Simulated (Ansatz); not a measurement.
A nudged elastic band was laid between two geometries of BF2H + BrH (6 atoms, charge 0, multiplicity 1).

Theory: Ansatz, RKS PBE/def2-SVP.

| Property | Result |
| --- | --- |
| movable images | 5 |
| climbing image | yes |
| spring | 5.0 eV/Å² |
| optimiser | quadratic models (default) |
| start path | through a guess of the saddle point |
| force threshold | 0.05 eV/Å |
| iteration limit | 60 |
| end points | relaxed |

Initial state:

```xyz
6
Properties=species:S:1:pos:R:3
B 0.013 -0.355 -0.082
F 0.059 -0.486 1.244
F 1.151 -0.455 -0.747
H -1.040 -0.185 -0.652
Br 0.051 2.967 1.131
H 0.034 1.796 1.963
```

Final state:

```xyz
6
Properties=species:S:1:pos:R:3
B 0.013 0.439 -0.181
F 0.001 -0.148 1.768
F 1.156 -0.117 -0.553
H -1.057 -0.027 -0.496
Br 0.080 2.366 0.305
H 0.075 0.771 2.015
```

Question: Which bonds break or form, and what moves?

Answer: Bonds broken: B1–F2, Br5–H6. Bonds formed: B1–Br5, F2–H6. BF2H + BrH becomes BBrFH + FH.

Question: What energy profile does the band end with?

Answer: The forces met the threshold. The highest image is number 4 of 0 to 6, 0.91 eV above the first end and 0.13 eV above the last; the last end lies 0.77 eV above the first. A vibrational analysis at the climbing image gives one clearly imaginary mode, 575i cm⁻¹: a first-order saddle point. The orbitals stay closed-shell, which can raise the energy where a bond breaks towards radicals; this wasn't checked here.

| image | path coordinate (Å) | energy (eV) | B1–F2 (Å) | Br5–H6 (Å) | B1–Br5 (Å) |
| --- | --- | --- | --- | --- | --- |
| 0 | 0.00 | 0.00 | 1.33 | 1.44 | 3.54 |
| 1 | 0.40 | 0.02 | 1.34 | 1.44 | 3.19 |
| 2 | 0.80 | 0.12 | 1.35 | 1.44 | 2.86 |
| 3 | 1.20 | 0.50 | 1.41 | 1.50 | 2.48 |
| 4 | 1.60 | 0.91 | 1.58 | 1.74 | 2.21 |
| 5 | 1.91 | 0.81 | 1.79 | 2.03 | 2.06 |
| 6 | 2.22 | 0.77 | 2.04 | 2.34 | 1.99 |

Question: What is the geometry of the highest image?

Answer: 
```xyz
6
Properties=species:S:1:pos:R:3
B 0.011 0.228 0.015
F 0.024 -0.132 1.554
F 1.161 -0.160 -0.526
H -1.061 -0.015 -0.486
Br 0.067 2.354 0.598
H 0.066 1.007 1.702
```

Question: What are the harmonic wavenumbers there?

Answer: 575i, 229, 371, 406, 547, 692, 813, 1033, 1149, 1252, 1563, 2642 cm⁻¹.

The run took 2.3 min on 2 threads of Arm Neoverse V1, on a shared host, peak memory 0.12 GiB.
